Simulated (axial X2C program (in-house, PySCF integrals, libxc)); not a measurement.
# Outer orbitals of NiO⁺ at 1.624 Å, PBE

Calculated with an in-house relativistic program for diatomic molecules. Spin-free means the one-electron spin-free X2C Hamiltonian; two-component (2c) means X2C with spin–orbit coupling and atomic mean-field two-electron Coulomb and Gaunt terms, so the difference of the two also holds small scalar two-electron terms. Basis: Ni dyall-cv3z [9s9p6d3f2g], O dyall-av3z [7s6p3d2f] (cores contracted in-house); Gaussian nuclei, density fitting, unrestricted open shells. Masses: Ni 57.935 u, O 15.995 u.

The distance is close to the 2c PBE0 minimum; the highest filled and lowest empty levels are listed.

Spin-free orbitals, state M_S = 3/2, Λ = 0 (beyond evenly filled blocks: σα, π+α, π-α) (Löwdin shares):

```json
{"symmetry": "σα", "occupied": "yes", "ε (eV)": "-32.22", "atomic character": "80% O s, 8% Ni d, 7% Ni p"}
{"symmetry": "σβ", "occupied": "yes", "ε (eV)": "-30.11", "atomic character": "78% O s, 9% Ni d, 7% Ni p"}
{"symmetry": "σα", "occupied": "yes", "ε (eV)": "-18.84", "atomic character": "49% O p, 44% Ni d, 5% O s"}
{"symmetry": "π-α", "occupied": "yes", "ε (eV)": "-18.09", "atomic character": "50% Ni d, 48% O p"}
{"symmetry": "π+α", "occupied": "yes", "ε (eV)": "-18.09", "atomic character": "50% Ni d, 48% O p"}
{"symmetry": "σβ", "occupied": "yes", "ε (eV)": "-17.20", "atomic character": "53% O p, 38% Ni d, 6% O s"}
{"symmetry": "π-β", "occupied": "yes", "ε (eV)": "-16.15", "atomic character": "59% Ni d, 39% O p"}
{"symmetry": "π+β", "occupied": "yes", "ε (eV)": "-16.15", "atomic character": "59% Ni d, 39% O p"}
{"symmetry": "δ-α", "occupied": "yes", "ε (eV)": "-15.30", "atomic character": "100% Ni d"}
{"symmetry": "δ+α", "occupied": "yes", "ε (eV)": "-15.30", "atomic character": "100% Ni d"}
{"symmetry": "π+α", "occupied": "yes", "ε (eV)": "-15.20", "atomic character": "51% Ni d, 46% O p, 3% Ni p"}
{"symmetry": "π-α", "occupied": "yes", "ε (eV)": "-15.20", "atomic character": "51% Ni d, 46% O p, 3% Ni p"}
{"symmetry": "σα", "occupied": "yes", "ε (eV)": "-15.16", "atomic character": "46% Ni d, 37% O p, 13% Ni s"}
{"symmetry": "δ+β", "occupied": "yes", "ε (eV)": "-14.30", "atomic character": "100% Ni d"}
{"symmetry": "δ-β", "occupied": "yes", "ε (eV)": "-14.30", "atomic character": "100% Ni d"}
{"symmetry": "σβ", "occupied": "no", "ε (eV)": "-13.40", "atomic character": "49% Ni d, 30% O p, 18% Ni s"}
{"symmetry": "π-β", "occupied": "no", "ε (eV)": "-12.98", "atomic character": "53% O p, 41% Ni d, 5% Ni p"}
{"symmetry": "π+β", "occupied": "no", "ε (eV)": "-12.98", "atomic character": "53% O p, 41% Ni d, 5% Ni p"}
{"symmetry": "σα", "occupied": "no", "ε (eV)": "-11.09", "atomic character": "50% Ni s, 26% Ni p, 13% O p"}
```

Spinors with spin–orbit coupling (state Ω = 3/2):

```
   ω  occupied  ε (eV)             atomic character    λ mixture
 1/2       yes  -32.22    80% O s, 8% Ni d, 7% Ni p       100% σ
-1/2       yes  -30.11    78% O s, 9% Ni d, 7% Ni p       100% σ
 1/2       yes  -18.85    49% O p, 44% Ni d, 5% O s       100% σ
-1/2       yes  -18.12            50% Ni d, 48% O p       100% π
 3/2       yes  -18.07            49% Ni d, 49% O p       100% π
-1/2       yes  -17.20    53% O p, 38% Ni d, 6% O s       100% σ
 1/2       yes  -16.18            59% Ni d, 38% O p       100% π
-3/2       yes  -16.13            59% Ni d, 39% O p  99% π, 1% δ
-3/2       yes  -15.37                     99% Ni d  99% δ, 1% π
-1/2       yes  -15.23   50% Ni d, 46% O p, 3% Ni p       100% π
 5/2       yes  -15.22                    100% Ni d       100% δ
 3/2       yes  -15.18   51% Ni d, 45% O p, 3% Ni p  99% π, 1% δ
 1/2       yes  -15.15  46% Ni d, 38% O p, 13% Ni s       100% σ
 3/2       yes  -14.38                     99% Ni d  99% δ, 1% π
-5/2       yes  -14.23                    100% Ni d       100% δ
-1/2        no  -13.39  49% Ni d, 30% O p, 18% Ni s       100% σ
 1/2        no  -13.00   54% O p, 41% Ni d, 5% Ni p       100% π
-3/2        no  -12.95   53% O p, 42% Ni d, 5% Ni p       100% π
 1/2        no  -11.09  50% Ni s, 26% Ni p, 13% O p       100% σ
```

Q: How does the gap between the highest filled and lowest empty level change from the spin-free to the 2c table?

A: From 0.90 to 0.84 eV at PBE, a change of -0.06 eV.

Mulliken charges and populations of the two-component result (they depend on the basis, above all on diffuse functions):

Ni 1.25 e (s 6.19 p 12.06 d 8.51), O -0.25 e (s 4.04 p 4.17 d 0.03 f 0.01). ⟨Lz⟩ = 0.00 ħ and ⟨Sz⟩ = 1.50 ħ (0.77 and 0.73 on the two atoms), which add up to Ω.

The state is one determinant whose occupation by symmetry is held fixed; it was picked as the lowest of a PBE0 search that is not exhaustive. Density functionals use the spin component along the axis (collinear). Other states lie close and PBE0, whose exact exchange favours high spin, may order them wrongly; the determinant shown need not be the ground state. The nearest other spin-free determinant of the search, M_S = 1/2, Λ = 0, lies 0.41 eV up at the distance of the search. With several unpaired electrons one determinant need not be a pure state. This is the top spin component of a Σ state; components of lower Ω are not single determinants and can lie lower.
